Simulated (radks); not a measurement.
Task: Tm3+, 66 electrons, occupied as [Xe] 4f(up 7, down 5). All-electron calculation, scalar-relativistic Kohn-Sham, PBEsol, spin-polarised, spherical densities, finite nucleus; Fermi nuclear charge, rms radius 5.2256 fm. Program: a radial shooting solver on a logarithmic mesh with Libxc functionals. Some entries of the table are withheld. Estimate them.

orbital,occ.,eigenvalue (eV),<r> (bohr),r(max) (bohr)
1s down,1,-59285.25,0.02002,0.01262
1s up,1,-59285.25,0.02002,0.01262
2s up,1,-10031.08,0.08491,0.07192
2s down,1,-10031.05,0.08491,0.07192
2p up,3,-8863.198,0.07543,0.05855
2p down,3,-8863.175,0.07543,0.05855
3s up,1,-2281.192,0.2211,0.2033
3s down,1,-2280.260,0.2211,0.2033
3p up,3,-1927.436,0.2204,0.2002
3p down,3,-1926.505,0.2203,0.2002
3d up,5,-1489.922,0.1999,0.1633
3d down,5,-1489.208,0.1999,0.1632
4s up,1,-477.0169,0.4976,0.4643
4s down,1,-475.1402,0.4977,0.4643
4p up,3,-360.6059,0.5279,0.4855
4p down,3,-358.7641,0.5281,0.4855
4d up,5,-205.9085,0.5701,0.5007
4d down,5,-204.1055,0.5705,0.5008
5s up,1,-84.3108,1.205,1.080
5s down,1,-83.4698,1.209,1.083
5p up,3,-56.5798,1.406,1.229
5p down,3,-55.9747,1.414,1.234
4f up,7,(1),0.7445,0.4921
4f down,5,(2),0.7537,0.4929

Result: 
(1) 4f up eigenvalue (eV): -36.5514
(2) 4f down eigenvalue (eV): -34.9354
